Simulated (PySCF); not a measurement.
C5H11N2Si (doublet state).
Structure used (GFN2-xTB), in Å, numbered top down from 1:
```
atom  x, y, z in Å
C1     3.3953   -1.7038    0.0842
C2     2.4983   -0.6948    0.0984
C3     1.7114    0.2433    0.1149
C4     0.7080    1.2603    0.1179
Si5   -1.0405    0.4908   -0.1249
C6    -1.5343   -0.5731    1.3717
N7    -0.9113   -0.3539   -1.6344
N8    -2.1558    1.8100   -0.1788
H9     3.8234   -2.0513   -0.8397
H10    3.7062   -2.1778    0.9982
H11    0.7334    1.8095    1.0592
H12    0.8913    1.9659   -0.6932
H13   -2.4955   -1.0524    1.2104
H14   -0.8023   -1.3555    1.5462
H15   -1.6099    0.0174    2.2784
H16   -1.6864   -0.9093   -1.9599
H17   -0.0451   -0.8305   -1.8306
H18   -2.0670    2.4852   -0.9205
H19   -3.1290    1.6292    0.0020
```

The hyperfine couplings belong to this conformer and change with its torsions.

The species is `C[Si](CC#C[CH2])(N)N` [radical].

Computed, not measured: UKS B3LYP, pcH-1 on C H N Si, non-relativistic, mean-field spin-orbit, GIAO in PySCF 2.14.0. Geometry: GFN2-xTB, one conformer, isolated molecule. The geometry wasn't refined by DFT: couplings that depend on bond lengths, twists or pyramidal angles can differ widely from those at the functional's own minimum. Stability of the SCF solution: not tested.

Task: Break the g tensor into its mass correction, gauge correction and orbital-Zeeman/spin–orbit terms.

Result: 
```csv
Δg (ppm),1,2,3
relativistic mass correction,-148,-148,-148
gauge correction,-3,18,37
orbital Zeeman/spin–orbit,8,832,972
total,-144,702,860
```

So g = 2.00218, 2.00302, 2.00318 and g_iso = 2.00279; the tensor is rhombic: the two nearest values differ by 16 % of g3 − g1. Axes: g3 points within 5° of the C3–C4 bond.

Task: What are the electron Larmor frequencies g μB B/h along the three axes at 340 mT?

Result: 9.5278, 9.5318, 9.5326 GHz for g1, g2 and g3, a range of 4.8 MHz.

Task: How much does each term add to the isotropic shift?

Result: The orbital-Zeeman/spin–orbit term 604, the mass correction -148 and the gauge correction 17 ppm, for a total of 473 ppm. The orbital-Zeeman/spin–orbit term is the largest in size. The mass correction is the same along every axis, so the anisotropy comes from the other two: their spans along these axes are 40 (gauge) and 963 ppm (orbital Zeeman/spin–orbit).

Task: In a frozen sample, at which fields do the three g values resonate at 9.5, 34, 94 and 263 GHz (hyperfine left aside), and which band first spreads them over more than twice a line width of 0.5 mT?

Result: 
| band | GHz | B(g3) mT | B(g2) mT | B(g1) mT | spread mT |
| --- | --- | --- | --- | --- | --- |
| X | 9.5 | 338.84 | 338.86 | 339.01 | 0.17 |
| Q | 34.0 | 1212.68 | 1212.78 | 1213.29 | 0.61 |
| W | 94.0 | 3352.71 | 3352.98 | 3354.39 | 1.68 |
| J | 263.0 | 9380.47 | 9381.21 | 9385.17 | 4.70 |

The spread grows in proportion to the frequency. W band is the first where it exceeds 1.0 mT.

The largest Mulliken spin populations are on C1 (+0.76), C3 (+0.51) and C2 (-0.25). The positive populations add up to 1.34 and the negative ones to -0.34, together 2S = 1. The angles at C1 add up to 360.0°, so it is planar; its axial dipolar tensor and the negative couplings of its protons fit spin in a p orbital normal to that plane.

The HOMO–LUMO gaps are 5.69 eV among the α and 4.67 eV among the β orbitals.
